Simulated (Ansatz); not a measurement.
The same substitution along the group O, S, Se.

Isolated molecules relaxed with PBE0-D4/def2-TZVP in Ansatz; ΔE leaves out vibrations. CCSD(T)/CBS is the MP2 limit (def2-TZVPP, def2-QZVPP) plus CCSD(T) − MP2 in def2-TZVPP, frozen cores. This one scheme is used for every species. Functionals use def2-TZVPP. For Se outer-core shells are correlated without core-valence functions, which leaves a few kJ/mol of doubt a bond. Scalar relativity is left out up to krypton. One conformer a species, not always the lowest.

```tsv
reaction	LDA (SPW92) (eV)	ωB97M-V (eV)	MP2/CBS(def2) (eV)	CCSD(T)/CBS(def2) (eV)
`C[O][Al]([F])[Cl]` + `BN[SiH2]Cl` → `BN(C)[SiH2]Cl` + `[OH][Al]([F])[Cl]`	-0.34	-0.27	-0.35	-0.31
`C[S][Al]([F])[Cl]` + `BN[SiH2]Cl` → `BN(C)[SiH2]Cl` + `[F][Al]([SH])[Cl]`	0.06	0.13	0.15	0.13
`C[Se][Al]([F])[Cl]` + `BN[SiH2]Cl` → `BN(C)[SiH2]Cl` + `[F][Al]([Cl])[SeH]`	0.11	0.22	0.26	0.23
```

Largest T1 diagnostic: 0.011, for `BN(C)[SiH2]Cl`.
